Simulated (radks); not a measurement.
Ionisation of the ytterbium ion Yb3+, [Xe] 4f13, to [Xe] 4f12 as the strength of local exchange is varied. Calculated with a radial shooting solver on a logarithmic mesh with Libxc functionals: Dirac Kohn-Sham, Slater X-alpha exchange (alpha = 2/3 is LDA exchange), no correlation, spin-unpolarised, spherical densities, point nucleus; open shells fill j = l - 1/2 first.

[
 {"alpha": "0.621", "E(Yb3+) (hartree)": "-14039.6033", "exchange (hartree)": "-258.3395", "IE (eV)": "42.543", "-e of the level emptied (eV)": "32.416 (4f7/2)", "<r> of it (bohr)": "0.7475"},
 {"alpha": "0.667", "E(Yb3+) (hartree)": "-14058.7537", "exchange (hartree)": "-277.8847", "IE (eV)": "44.106", "-e of the level emptied (eV)": "33.838 (4f7/2)", "<r> of it (bohr)": "0.7410"},
 {"alpha": "0.755", "E(Yb3+) (hartree)": "-14095.4677", "exchange (hartree)": "-315.4308", "IE (eV)": "47.177", "-e of the level emptied (eV)": "36.647 (4f7/2)", "<r> of it (bohr)": "0.7291"},
 {"alpha": "0.881", "E(Yb3+) (hartree)": "-14148.2144", "exchange (hartree)": "-369.5443", "IE (eV)": "51.756", "-e of the level emptied (eV)": "40.866 (4f7/2)", "<r> of it (bohr)": "0.7134"},
 {"alpha": "0.929", "E(Yb3+) (hartree)": "-14168.3637", "exchange (hartree)": "-390.2684", "IE (eV)": "53.555", "-e of the level emptied (eV)": "42.532 (4f7/2)", "<r> of it (bohr)": "0.7077"},
 {"alpha": "1.004", "E(Yb3+) (hartree)": "-14199.9080", "exchange (hartree)": "-422.7703", "IE (eV)": "56.427", "-e of the level emptied (eV)": "45.200 (4f7/2)", "<r> of it (bohr)": "0.6992"}
]

NIST Atomic Spectra Database: 43.61 eV (semi-empirical). The Delta-SCF value meets it near alpha = 0.65. Spin polarisation and multiplet splitting are left out, so open shells lie too high by an amount that depends on their filling.

Beside tabulated values, note that spin-unpolarised runs miss the spin-polarisation part of the exchange energy of open shells. No tabulated value is given for the 4+ ions of Nd, Pm and Eu to Yb, where it belongs to another shell than the one emptied here.
